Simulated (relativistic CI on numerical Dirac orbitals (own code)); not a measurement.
## Cl I: calculation against measurement

Method of calculation: Dirac-Coulomb-Breit CI, separate exchange-only KLI orbitals for each configuration, a model potential for QED, valence Slater integrals scaled by 0.85, P86 correlation energy added to each configuration (own radial code, finite nucleus).

CI space (outside the closed core [Ne]): 3s2 3p5, 3s2 3p4 4s, 3s2 3p4 4p, 3s 3p6, 3s2 3p4 3d, 3s2 3p4 5s, 3s2 3p4 5p, 3s2 3p4 4d, 3s2 3p4 4f, 3s2 3p4 5d, 3s2 3p4 5f, 3s2 3p4 5g, 3s 3p5 3d, 3s2 3p3 3d2, 3s2 3p2 3d2 4s, 3s2 3p2 3d2 4p, 3s2 3p2 3d3, 3s2 3p2 3d2 5s, 3s2 3p2 3d2 5p, 3s2 3p3 4s2, 3s2 3p2 4s2 4p, 3s2 3p2 3d 4s2, 3s2 3p2 4s2 5s, 3s2 3p2 4s2 5p. Double excitations out of closed p, d and f shells are left out; levels of such configurations are missing from the list, as are those of other unlisted configurations, and high levels can miss mixing partners. These lack a partner that the ground configuration has and come out too high: 3s2 3p4 4d, 3s2 3p4 4f, 3s2 3p4 5d, 3s2 3p4 5f, 3s2 3p4 5g.

```
Configuration  Term (tabulated)    J  Measured (cm⁻¹)  Computed  Error  Purity (%)
      3s2 3p5               2P°  3/2              0.0         0      0          99
      3s2 3p5               2P°  1/2            882.4       885      3          99
   3s2 3p4 4s                4P  5/2          71958.4     70682  -1277          98
   3s2 3p4 4s                4P  3/2          72488.6     71220  -1268          96
   3s2 3p4 4s                4P  1/2          72827.0     71564  -1263          98
   3s2 3p4 4s                2P  3/2          74225.8     73007  -1219          96
   3s2 3p4 4s                2P  1/2          74865.7     73656  -1210          98
   3s2 3p4 4p               4P°  5/2          82918.9     80528  -2391          93
   3s2 3p4 4p               4P°  3/2          83130.9     80739  -2392          91
   3s2 3p4 4p               4P°  1/2          83364.9     80983  -2382          95
   3s2 3p4 4p               4D°  7/2          83894.0     81323  -2571          98
   3s2 3p4 4s                2D  5/2          84120.3     83465   -655          98
   3s2 3p4 4s                2D  3/2          84121.9     83471   -651          98
   3s2 3p4 4p               4D°  5/2          84132.3     81574  -2558          58
   3s2 3p4 4p               4D°  3/2          84485.3     81931  -2554          77
   3s2 3p4 4p               2D°  5/2          84648.1     82093  -2555          59
   3s2 3p4 4p               4D°  1/2          84688.6     82135  -2553          95
   3s2 3p4 4p               2D°  3/2          84988.5     82448  -2541          68
   3s2 3p4 4p             2P° †  1/2          85244.3     83421  -1823          58
   3s2 3p4 4p             2P° †  3/2          85442.4     83127  -2316          60
   3s2 3p4 4p               4S°  3/2          85735.1     82857  -2878          67
```

Measured levels from NIST Handbook of Basic Atomic Spectroscopic Data (Sansonetti and Martin, J. Phys. Chem. Ref. Data 34, 1559 (2005)); pairs were made by configuration, J and term (by order where the table uses no LS term), so strongly mixed levels may be paired wrongly.

Mean error by configuration (cm⁻¹): 3s2 3p5 3; 3s2 3p4 4s -1078; 3s2 3p4 4p -2538. Over the excited levels the mean absolute error is 1829 cm⁻¹ (20 of the 21 excited levels that our extract of the source holds in range could be paired, and the others can miss by more), and the median relative error of those above 1,000 cm⁻¹ is 2.9 %. † marks terms whose computed intervals miss the measured ones by more than a factor of 2.5, or configurations far off the rest, from wrong mixing, a near crossing or a doubtful label or measurement; they are left out of the means.

Transition probabilities of persistent lines. The last column rescales the computed rate by the cube of measured over computed energy:

```csv
λ measured (Å),Lower,Upper,A tabulated (s⁻¹),A computed,A rescaled
1335.73 vacuum,3s2 3p5 2P°_3/2,3s2 3p4 4s 2P_1/2,2.24e+08,2.40e+08,2.52e+08
1347.24 vacuum,3s2 3p5 2P°_3/2,3s2 3p4 4s 2P_3/2,5.62e+08,5.71e+08,6.00e+08
1351.66 vacuum,3s2 3p5 2P°_1/2,3s2 3p4 4s 2P_1/2,4.24e+08,4.43e+08,4.66e+08
1363.45 vacuum,3s2 3p5 2P°_1/2,3s2 3p4 4s 2P_3/2,9.90e+07,9.92e+07,1.04e+08
1379.53 vacuum,3s2 3p5 2P°_3/2,3s2 3p4 4s 4P_3/2,9.60e+06,1.25e+07,1.32e+07
1389.96 vacuum,3s2 3p5 2P°_1/2,3s2 3p4 4s 4P_1/2,2.30e+06,2.83e+06,2.98e+06
1396.53 vacuum,3s2 3p5 2P°_1/2,3s2 3p4 4s 4P_3/2,1.10e+06,1.50e+06,1.58e+06
7547.07 air,3s2 3p4 4s 4P_3/2,3s2 3p4 4p 4S°_3/2,1.20e+07,9.21e+06,1.36e+07
7744.97 air,3s2 3p4 4s 4P_1/2,3s2 3p4 4p 4S°_3/2,6.30e+06,6.22e+06,9.29e+06
```
